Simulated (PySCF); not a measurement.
# CuF + HF → CuH + F₂

Level: PBE in the def2-SVP basis family, all electrons, no relativity, computed in PySCF with density fitting; open shells unrestricted.

| species | state and structure | E (Eh) | ZPE (kJ/mol) | H(298 K) − H(0) (kJ/mol) | S° (J/(mol K)) |
| --- | --- | --- | --- | --- | --- |
| CuF | singlet, C∞v, Cu–F 1.743 Å | -1739.68103 | 3.7 | 9.1 | 226.2 |
| HF | singlet, C∞v, H–F 0.932 Å | -100.25413 | 23.7 | 8.7 | 173.9 |
| CuH | singlet, C∞v, Cu–H 1.464 Å | -1640.58216 | 11.2 | 8.7 | 196.2 |
| F₂ | singlet, D∞h, F–F 1.411 Å | -199.16835 | 5.9 | 8.8 | 202.5 |

(1) What is the electronic reaction energy?

(2) Add zero-point, thermal and entropy terms for 298.15 K and 1 bar.

Results:

(1) At PBE/def2-SVP, ΔE = 484.8 kJ/mol from the differences of the total energies times 2625.5, uphill. 

(2) ΔZPE = -10.3 and Δ[H(298) − H(0)] = -0.3 kJ/mol give ΔH° = 474.2 kJ/mol. ΔS° = -1.4 J/(mol K), so ΔG° = 474.2 − 298.15 × (-0.0014) = 475 kJ/mol.

Each species is the lowest minimum found with this bonding; other isomers or fragments can lie lower.
